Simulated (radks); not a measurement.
Spherical quantum dot in the effective-mass picture: electrons in a parabolic well V = omega^2 r^2 / 2 with omega = 0.96, all in effective atomic units (hartree* = m*/eps^2 hartree, bohr* = eps/m* bohr), one dielectric constant everywhere. Method: non-relativistic Kohn-Sham, r2SCAN, spin-polarised, spherical densities, generalised Kohn-Sham scheme; computed with a radial shooting solver with Libxc functionals. Levels are named by radial order and angular momentum (1s, 1p, 1d, 2s, ...), and open shells are averaged over m.

N = 14, configuration 1s2 1p6 1d(up 5, down 1). This is the lowest configuration that the search found. Occupied and some empty levels:

| level | occupation | eigenvalue (hartree*) | <r> (bohr*) |
|---|---|---|---|
| 1s up | 1 | 7.7733 | 1.633 |
| 1s down | 1 | 7.8132 | 1.570 |
| 1p up | 3 | 8.2775 | 2.015 |
| 1p down | 3 | 8.3652 | 1.987 |
| 1d up | 5 | 8.8669 | 2.291 |
| 1d down | 1 | 8.9785 | 2.286 |
| 2s up | 0 | 9.0220 | 1.980 |
| 2s down | 0 | 9.0820 | 2.013 |
| 1f up | 0 | 9.5250 | 2.515 |
| 1f down | 0 | 9.6465 | 2.524 |
| 2p up | 0 | 9.7337 | 2.251 |
| 2p down | 0 | 9.8065 | 2.263 |

Energy (hartree*): total 78.4380, kinetic 11.785, external 30.192, Hartree 42.562, exchange-correlation -6.1013.

Electron density:

| r (bohr*) | n(r) (e/bohr*^3) |
|---|---|
| 0.304 | 0.1190 |
| 0.630 | 0.1442 |
| 0.956 | 0.1774 |
| 1.28 | 0.2035 |
| 1.61 | 0.2070 |
| 1.94 | 0.1799 |
| 2.26 | 0.1292 |
| 2.59 | 0.07486 |
| 2.91 | 0.03440 |
| 3.24 | 0.01240 |
| 3.57 | 0.003475 |
| 3.89 | 0.0007660 |
| 4.22 | 0.0001329 |
